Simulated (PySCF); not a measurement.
Molecule: SMILES N#CCCC#N (C4H4N2). Atoms near the plane z = 0.6 Å, at the PBE0/def2-SVP optimised geometry (x, y, z in Å): N1 (2.2, -0.8, 0.0), C2 (1.0, -0.8, 0.0), C3 (-0.5, -0.8, 0.0), C4 (-1.1, 0.6, 0.0), H8 (-0.8, -1.3, 0.9), H9 (-2.2, 0.5, 0.1), H10 (-0.7, 1.2, 0.8).

Calculation: PySCF with PBE0/def2-TZVP. The values are rescaled to run from 0 to 1.

```
|                           |
|                           |
|                           |
|                           |
|                           |
|         ..:..             |
|       .:----:.            |
|     .:-=++++=-.           |
|    .:-=+*###+=:.          |
|   .:=+**#@@%*+-:....      |
|   :-+*#%%@@%#+----:::.    |
|   :=*#%%@@@%*+======-:.   |
|   :=+#%%%@%%*+++***++=-.  |
|   :-+*###%%%########*+=:. |
|   .:=++*#%%%%%%%%%%%#*=-. |
|    .:-=+#%@@%%%@@@@@%*+-. |
|     .:=+#@@@%%%%@@@@%*+-. |
|      :-+#@@@%##%%%%%#*=:. |
|      .-+*#%#********+=-:  |
|       :=+***++++++++=-:.  |
|       .:-===--------::.   |
|        .:::::..::::..     |
|                           |
|                           |
|                           |
|                           |
|                           |
```
Scale: ten equal steps from 0.000 (start of ' ') to 1.00 (end of '@'), in the order ' .:-=+*#%@'; x runs from -4.50 to 4.50, y from -4.50 (bottom) to 4.50 (top).

**Question.** Which quantity is mapped?
(A) deformation density (molecule minus spherical neutral atoms)
(B) Laplacian of the electron density
(C) electron localisation function
(D) log10 of the electron density

**Answer.** D, log10 of the electron density. In full: log10 of the electron density (e/bohr³), floored at −4.
